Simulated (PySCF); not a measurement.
A calculated (MN15, PySCF 2.14, aug-cc-pVDZ-X2C, scalar relativity by spin-free X2C-1e) atom or ion has these occupied shells.

| shell | electrons | orbital energy (eV) | rms radius, mean of both spins (bohr) |
| --- | --- | --- | --- |
| 1s | 2 | -3942.3 | 0.0889 |
| 2s | 2 | -412.66 | 0.398 |
| 2p | 6 | -340.56 | 0.363 |
| 3s | 2 | -51.189 | 1.25 |
| 3p | 6 | -31.824 | 1.38 |
| 4s | 2 | -4.702 | 4.34 |

(1) Name the element and its charge.

Answers

(1) Ca (calcium, neutral), in [Ar] 4s2, closed-shell 1S.
